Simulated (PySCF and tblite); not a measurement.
Results of a calculation; reference values are marked as such.
5 constitutional isomers of C₅H₃BF₂:

```tsv
isomer	SMILES
A	[CH:1]#[C:2][C@@H:3]1[CH:4]=[C:5]1[B:6]([F:7])[F:8]
B	[CH:1]#[C:2][C:3]1=[C:4]([B:5]([F:6])[F:7])[CH2:8]1
C	[BH2:1][C:2]#[C:3][C:4]#[C:5][CH:6]([F:7])[F:8]
D	[CH:1]#[C:2][C:3]#[C:4][CH2:5][B:6]([F:7])[F:8]
E	[CH:1]#[C:2][CH:3]([C:4]#[CH:5])[B:6]([F:7])[F:8]
```

Each isomer is a Boltzmann average at 298.15 K over at most 2 conformers: GFN2-xTB geometries, energies PBE0/def2-SVP (IEF-PCM, tetrahydrofuran) (D3(BJ) added where defined), GIAO shieldings KT2/pcSseg-1 (IEF-PCM, tetrahydrofuran), GFN2-xTB thermal terms. Programs: PySCF with density fitting and tblite.

Question: What shifts does each isomer give (ppm)?

Answer: 
A: ¹H (against TMS): 8.74 (H4, 1H), 2.55 (H3, 1H), 1.48 (H1, 1H). ¹³C (against TMS): 143.4 (C4), 108.2 (C5), 87.4 (C2), 60.9 (C1), 9.9 (C3).

B: ¹H (against TMS): 5.68 (H1, 1H), 1.55 (H8, 2H). ¹³C (against TMS): 135.5 (C3), 118.6 (C1), 110.6 (C4), 78.7 (C2), 16.8 (C8).

C: ¹H (against TMS): 7.43 (H6, 1H). ¹³C (against TMS): 131.0 (C3), 112.4 (C6), 102.0 (C2), 101.2 (C5), 75.2 (C4). H not on carbon is left out.

D: ¹H (against TMS): 2.77 (H5, 2H), 1.59 (H1, 1H). ¹³C (against TMS): 70.2 (C4), 65.7 (C2), 63.8 (C3), 62.8 (C1), 6.9 (C5).

E: ¹H (against TMS): 4.01 (H3, 1H), 2.12 (H1/H5, 2H). ¹³C (against TMS): 73.3 (C2/C4), 71.4 (C1/C5), 13.1 (C3).

Shifts are unscaled: against experiment ¹³C can be off by 15 ppm or more and ¹H by 0.8 ppm. The search found a single conformer for at least one isomer; other rotamers may be missing. At least one structure keeps an imaginary mode at the tight-binding level.
